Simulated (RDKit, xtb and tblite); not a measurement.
Relaxed torsion scan: C₁₂H₁₀O, SMILES C(=Cc1ccco1)c1ccccc1. Scanned: dihedral C2–C1–C8–C9 and dihedral C1–C2–C3–O7; all other coordinates were relaxed at GFN2-xTB. Points at φ and −φ are mirror images. Heavy atoms are numbered in the order of the SMILES C(=Cc1ccco1)c1ccccc1, hydrogens after them in the order of the atoms that carry them; the mirror image has the same energies with the sign of each dihedral reversed.

- GFN2-xTB (xtb and tblite)
- MMFF94 // GFN2-xTB (RDKit)
- UFF // GFN2-xTB (RDKit)

Energies in kJ/mol at chosen points (x: dihedral C2–C1–C8–C9 (°); y: dihedral C1–C2–C3–O7 (°)), relative to x = -30, y = 0:

| method | (60, 30) | (-90, -120) | (0, 90) | (90, 150) | (60, 60) | (60, 90) | (-90, 60) |
|---|---|---|---|---|---|---|---|
| GFN2-xTB | 15.3 | 34.4 | 28.8 | 22.4 | 29.2 | 36.7 | 35.4 |
| MMFF94 | 5.5 | 22.5 | 28.8 | 10.5 | 18.9 | 28.6 | 22.2 |
| UFF | 16.2 | 46.0 | 38.9 | 31.0 | 34.4 | 47.8 | 44.6 |
